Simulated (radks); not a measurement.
The numbers below are computed, except where a source is named.
Problem. Excited configurations of the chlorine ion Cl2+: one electron is placed in a higher orbital outside [Ne] 3s2 3p2. The ground configuration is [Ne] 3s2 3p3. Level of theory: Dirac Kohn-Sham, PBE, spin-unpolarised, spherical densities, finite nucleus; open shells fill j = l - 1/2 first; Fermi nuclear charge, rms radius 3.3654 fm (a radial shooting solver on a logarithmic mesh with Libxc functionals). Excitation = E - E(ground); binding = E(ion) - E, where the ion is the core of charge +3; n* = 3/sqrt(2 binding) in atomic units, and the quantum defect is n - n*.

outer orbital  excitation (eV)  binding (eV)     n*  quantum defect  eigenvalue (eV)  <r> (bohr)
3d3/2                   17.824        20.401  2.450           0.550          -15.164       2.101
4s1/2                   20.445        17.780  2.624           1.376          -14.959       3.551
4p1/2                   23.678        14.547  2.901           1.099          -12.141       4.039
4d3/2                   28.044        10.181  3.468           0.532           -8.384       5.172
4f5/2                   30.320         7.905  3.936           0.064           -6.262       5.697
5p1/2                   30.005         8.220  3.860           1.140           -6.998       7.363
6d3/2                   33.945         4.280  5.349           0.651           -3.673       13.75
6f5/2                   34.484         3.741  5.721           0.279           -3.174       14.81
7s1/2                   34.185         4.040  5.505           1.495           -3.526       15.59
7p1/2                   34.550         3.675  5.772           1.228           -3.201       16.86
7f5/2                   35.458         2.767  6.652           0.348           -2.384       20.84

Estimate the row for 7d3/2.

Solution. excitation (eV) 35.134; binding (eV) 3.091; n* 6.294; quantum defect 0.706; eigenvalue (eV) -2.682; <r> (bohr) 19.47. The Delta-SCF ionisation energy is 38.225 eV (NIST Atomic Spectra Database: 39.8 eV, semi-empirical). Self-interaction in the functional shifts the binding energies and quantum defects, so they are the method's values and not measured ones. Spin polarisation and multiplet splitting are left out, so open shells lie too high by an amount that depends on their filling.

Beside tabulated values, note that spin-unpolarised runs miss the spin-polarisation part of the exchange energy of open shells.
